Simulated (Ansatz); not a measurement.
Geometry optimisation, Ansatz, RKS B3LYP-D4/def2-SVP.

Input file:

```yaml
crystal:
  periodic: [false, false, false]
  atoms:
    - { symbol: Ge, position_ang: [0.0, 0.0, 0.0] }
    - { symbol: H, position_ang: [0.0, 0.0, 1.9] }
    - { symbol: F, position_ang: [1.5842, 0.0, -0.5594] }
    - { symbol: F, position_ang: [-0.7913, 1.3709, -0.5594] }
    - { symbol: F, position_ang: [-0.7913, -1.3709, -0.5594] }
    - { symbol: S, position_ang: [-2.4199, 0.0, 0.8041] }
    - { symbol: H, position_ang: [-3.1755, -0.8728, 0.0121] }
    - { symbol: H, position_ang: [-0.9767, 0.0, 1.9513] }
basis:
  gaussian: { orbitals: def2-SVP }
hamiltonian:
  xc: b3lyp
  dispersion: d4
relax:
  f_tol: 0.15
  max_steps: 25
  restrain:
    - { distance: [0, 5], at: 2.25, k: 30.0 }
    - { distance: [7, 1], at: 0.66, k: 30.0 }
    - { distance: [0, 1], at: 2.75, k: 30.0 }
    - { distance: [7, 5], at: 2.6, k: 30.0 }
```

Command:

```bash
$ ansatz run input.yaml --threads 2 --pin off --max-ram 3072MiB --backend cpu --events-out ev --progress --plain --runs-dir out
```

Task: Where does it end, and by what steps?

Result: The forces met the threshold. The restraints hold the end off the free minimum. After 21 steps the energy has fallen by 4.339 eV (the restraints' own energy left out); F5 moved furthest, 1.38 Å. Joined: H2–H8 (0.98 → 0.72 Å).

| step | energy less start (eV) | largest force component (eV/Å) | accepted |
| --- | --- | --- | --- |
| 0 | 0.0000 | 2.690 | yes |
| 1 | -0.3199 | 3.396 | yes |
| 2 | -0.8045 | 3.997 | yes |
| 3 | -2.3733 | 3.532 | yes |
| 4 | -3.1315 | 2.619 | yes |
| 5 | -3.5053 | 1.520 | yes |
| 6 | -3.7832 | 1.415 | yes |
| 7 | -3.9908 | 1.362 | yes |
| 8 | -4.1328 | 1.375 | yes |
| 9 | -4.2094 | 1.521 | yes |
| 10 | -4.2592 | 1.411 | no |
| 11 | -4.2481 | 1.287 | yes |
| 12 | -4.2752 | 1.245 | yes |
| 13 | -4.3035 | 1.391 | yes |
| 14 | -4.3379 | 1.198 | no |
| 15 | -4.3185 | 1.452 | yes |
| 16 | -4.3357 | 1.341 | yes |
| 17 | -4.3376 | 1.566 | yes |
| 18 | -4.3684 | 0.460 | no |
| 19 | -4.3526 | 1.187 | no |
| 20 | -4.3426 | 1.476 | yes |
| 21 | -4.3392 | 1.604 | yes |

```xyz
8
Properties=species:S:1:pos:R:3
Ge -0.584 -0.187 -0.335
H 0.134 0.482 2.238
F 0.919 -0.794 0.245
F -0.307 1.479 -0.658
F -0.863 -0.928 -1.865
S -2.306 -0.597 1.020
H -3.043 -1.076 -0.013
H -0.520 0.749 2.359
```

Run time: 57 s on 2 threads of Arm Neoverse V2, with other jobs on the host, peak memory 0.26 GiB.
